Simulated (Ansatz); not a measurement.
## Worked example: C3H7FSn + C2H6CdO → C3H8OSn + C2H5CdF

Gas-phase species: C3H7FSn `C[CH](C)[Sn][F]`, singlet; C2H6CdO `C[CH2][Cd][OH]`, singlet; C3H8OSn `C[CH](C)[Sn][OH]`, singlet; C2H5CdF `C[CH2][Cd][F]`, singlet. The partners trade F for OH: Sn–F and Cd–OH bonds give way to Sn–OH and Cd–F.

Shapes, held fixed at every level: PBE0-D4/def2-TZVP. Flexible molecules stand in one conformer, not always the lowest. Programs: Ansatz 0.2.0. The zero-point and thermal change to 298 K, harmonic and unscaled (PBE0-D4/def2-TZVP), is +0.7 kJ/mol.

At CCSD(T)/def2-TZVPP; 1 Eh = 2625.50 kJ/mol:

| species | energy (Eh) |
| --- | --- |
| C3H7FSn | -431.742512 |
| C2H6CdO | -322.368254 |
| C3H8OSn | -407.721759 |
| C2H5CdF | -346.389635 |

Task: Work out ΔH(298 K) of the reaction at this level.

Result: 
1. Products less reactants: (-407.721759) + (-346.389635) − [(-431.742512) + (-322.368254)] = -0.000628 Eh = -1.6 kJ/mol.
2. With the thermal change: -1.6 + (+0.7) = -0.9 kJ/mol.

Other levels give -2.4 (r2SCAN-D4/def2-TZVPP) to +1.3 kJ/mol (MP2/def2-TZVPP). No measured value is set beside it here. For atoms past krypton def2 sets carry core potentials with scalar relativity. Outer-core shells of Cd, Sn are correlated, in sets that cover them unevenly. The levels disagree on the sign, so it isn't settled. That is about zero within the method's error.
